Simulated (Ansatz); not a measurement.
Consider the redistribution: `C[O][In]([CH3])[SH]` + `CC(C)[O][SnH2][F]` → `C[O][In]([SH])[O]C(C)C` + `[CH3][SnH2][F]`.

Isolated molecules relaxed with PBE0-D4/def2-TZVP in Ansatz; ΔE leaves out vibrations. CCSD(T)/CBS is the MP2 limit (def2-TZVPP, def2-QZVPP) plus CCSD(T) − MP2 in def2-TZVPP, frozen cores. Functionals use def2-TZVPP. Elements past krypton have def2 core potentials. For In, Sn outer-core shells are correlated without core-valence functions, which leaves a few kJ/mol of doubt a bond. One conformer a species, not always the lowest.

`C[O][In]([CH3])[SH]`:

```xyz
12

C     1.104    1.280    1.210
O     1.078   -0.102    0.995
In   -0.161   -0.990   -0.283
C    -1.539    0.156   -1.442
S     0.264   -3.322   -0.171
H     0.404    1.845    0.574
H     2.108    1.678    1.017
H     0.851    1.513    2.253
H    -1.969   -0.459   -2.232
H    -1.022    1.009   -1.882
H    -2.337    0.521   -0.795
H     1.219   -3.131    0.757
```

`CC(C)[O][SnH2][F]`:

```xyz
15

C    -1.188   -1.407   -0.750
C    -0.192   -0.311   -0.435
C     1.228   -0.836   -0.342
O    -0.587    0.280    0.797
Sn   -0.108    2.110    1.242
F     1.800    2.123    1.505
H    -0.942   -1.893   -1.697
H    -1.174   -2.160    0.041
H    -2.199   -1.001   -0.819
H    -0.238    0.440   -1.242
H     1.534   -1.293   -1.286
H     1.294   -1.589    0.447
H     1.931   -0.034   -0.104
H    -0.353    3.122   -0.103
H    -0.807    2.446    2.746
```

`C[O][In]([SH])[O]C(C)C`:

Z-matrix (Å, degrees):
```
C
O 1 1.407
H 1 1.097 2 113.5
H 1 1.097 2 111.3 3 121.6
H 1 1.096 2 108.6 3 -119.9
In 2 1.972 1 121.6 3 -30.4
O 6 1.978 2 112.1 1 4.8
S 6 2.363 2 118.4 1 -176.2
C 7 1.410 6 122.7 2 178.2
H 8 1.345 6 92.2 2 0.9
C 9 1.518 7 111.5 6 63.2
C 9 1.518 7 111.6 6 -62.8
H 9 1.100 7 105.3 6 -179.8
H 11 1.092 9 110.4 7 53.6
H 11 1.093 9 111.5 7 174.2
H 11 1.097 9 110.7 7 -66.4
H 12 1.093 9 111.5 7 -174.2
H 12 1.097 9 110.7 7 66.4
H 12 1.092 9 110.4 7 -53.6
```

`[CH3][SnH2][F]`:

Z-matrix (Å, degrees):
```
C
Sn 1 2.124
H 1 1.090 2 109.3
H 1 1.090 2 109.4 3 -119.7
H 1 1.091 2 110.4 3 120.1
F 2 1.932 1 104.3 3 58.4
H 2 1.706 1 114.7 3 171.9
H 2 1.706 1 114.7 3 -55.0
```

```csv
level,ΔE (kJ/mol)
r2SCAN-D4,3.1
PBE0-D4,3.3
SCS-MP2/def2-TZVPP,3.2
CCSD/def2-TZVPP,2.7
```

(1) What does CCSD(T)/CBS give? (Best estimate.)

Largest T1 diagnostic among the species: 0.015.

Answers

(1) The calculation gave: +1.0 kJ/mol. The listed levels differ from it by 2.1, 2.3, 2.2, 1.7 kJ/mol.

The D4 term adds −3.8 kJ/mol with B3LYP and −2.2 kJ/mol with PBE0; it sums over pairs of atoms, weighted by their polarisabilities, and B3LYP, whose exchange is more repulsive, gets the larger term. In def2-TZVPP, CCSD(T) changes the Hartree–Fock value by −6.3 kJ/mol (the triples alone add −1.4 kJ/mol) and MP2 by −5.2 kJ/mol.

B3LYP here is the variant with VWN-RPA as its local correlation; programs differ in this.
